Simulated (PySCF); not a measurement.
A structure optimised at PBE0-D3(BJ)/def2-TZVP, used in a PySCF frequency run:

```
S
H 1 1.3452
Se 1 2.1897 2 97.76
H 3 1.4744 1 96.97 2 90.35
```

Q: Write its SMILES and formula.

A: S[SeH], H₂SSe

Q: What are its rotational constants (standard atomic weights)?

A: 131.18, 4.4014, 4.3861 GHz
